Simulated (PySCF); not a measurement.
Compound: C₆H₄F₃O (doublet state).
Atom-mapped SMILES: `[CH2:1]=[CH:2][O:3]/[CH:4]=[C:5]/[C:6]([F:7])=[C:8]([F:9])[F:10]` (hydrogens: H11, H12 on C1; H13 on C2; H14 on C4)

Geometry (GFN2-xTB, Å), atoms numbered from 1 in this order:
```
atom  x, y, z in Å
C1     1.393    0.924    1.581
C2     1.522   -0.288    2.089
O3     0.991   -1.457    1.635
C4     0.198   -1.512    0.549
C5    -0.248   -0.566   -0.225
C6    -0.841    0.085   -1.249
F7    -0.153    0.253   -2.410
C8    -2.071    0.706   -1.201
F9    -2.865    0.641   -0.137
F10   -2.629    1.379   -2.195
H11    1.874    1.763    2.048
H12    0.816    1.114    0.694
H13    2.105   -0.491    2.977
H14   -0.093   -2.551    0.381
```

The hyperfine couplings belong to this conformer and change with its torsions.

Theory: UKS B3LYP, pcH-1 on C F H O, non-relativistic, mean-field spin-orbit, GIAO in PySCF. The structure is a single GFN2-xTB conformer in the gas phase; no vibrational or solvent corrections. Couplings are sensitive to structure, and on GFN2-xTB geometries they can be far from those on DFT ones. The frame is twisted about the C5–C6 bond at this geometry (dihedral C4–C5–C6–F7 = -82°); couplings at other torsion angles weren't computed. No stability test was run, so a lower SCF solution isn't excluded. ⟨S²⟩ is 0.777 where a pure state has 0.75.

**Question.** The isotropic 13C couplings are +76.6, +69.9, -60.0, -40.0, +17.1, -1.8 MHz. Assign them to C1; C2; C4; C5; C6; C8.

**Answer.** 
| site | a_iso (MHz) | ρ(0) (bohr⁻³) | position | distance from C5 (Å) | spin population | largest \|T\| (MHz) |
| --- | --- | --- | --- | --- | --- | --- |
| C1 | +17.1 | +0.0152 | 4 bonds from C5 | 2.86 | +0.01 | 4.9 |
| C2 | -1.8 | -0.0016 | 3 bonds from C5 | 2.93 | 0.00 | 1.1 |
| C4 | -40.0 | -0.0356 | 1 bond from C5 | 1.30 | -0.08 | 10.5 |
| C5 | +76.6 | +0.0682 | largest spin population | 0.00 | +0.62 | 98.3 |
| C6 | -60.0 | -0.0534 | 1 bond from C5 | 1.35 | -0.20 | 30.2 |
| C8 | +69.9 | +0.0622 | a main spin site | 2.43 | +0.52 | 114.4 |

**Question.** Match the computed a_iso(19F) values +98.8, +87.6, -26.0 MHz with the sites F7; F9; F10.

**Answer.** 
```tsv
site	a_iso (MHz)	ρ(0) (bohr⁻³)	position	distance from C5 (Å)	bound to	spin population there	largest |T| (MHz)
F7	-26.0	-0.0062	2 bonds from C8	2.33	C6	-0.20	75.2
F9	+87.6	+0.0208	1 bond from C8	2.88	C8	+0.52	271.5
F10	+98.8	+0.0235	1 bond from C8	3.65	C8	+0.52	310.8
```

**Question.** Match the computed a_iso(1H) values +94.3, +12.2, +8.2, +5.9 MHz with the sites H11; H12; H13; H14.

**Answer.** 
```tsv
site	a_iso (MHz)	ρ(0) (bohr⁻³)	position	distance from C5 (Å)	bound to	spin population there	largest |T| (MHz)
H11	+12.2	+0.0027	5 bonds from C5	3.89	C1	+0.01	2.5
H12	+8.2	+0.0018	5 bonds from C5	2.19	C1	+0.01	12.9
H13	+5.9	+0.0013	4 bonds from C5	3.98	C2	0.00	1.8
H14	+94.3	+0.0211	2 bonds from C5	2.08	C4	-0.08	5.1
```

ρ(0) is the spin density at the nucleus and T the dipolar tensor. The Mulliken spin populations are largest on C5 (+0.62), C8 (+0.52), C6 (-0.20) and C4 (-0.08). The positive populations add up to 1.29 and the negative ones to -0.29, together 2S = 1. Main spin sites, with 60 % or more of the largest population: C5, C8; positions count bonds from the nearest.

β density exceeds α density at some nuclei, such as C6 (-0.0534), C4 (-0.0356) and F7 (-0.0062), spin density in bohr⁻³. In a single determinant that takes different orbitals for the two spins, that is spin polarisation.

On an AMD EPYC with one thread, no GPU, shared host, this took 2.8 min of wall time (grids of density and orbitals included) and 0.97 GiB of memory at its peak.
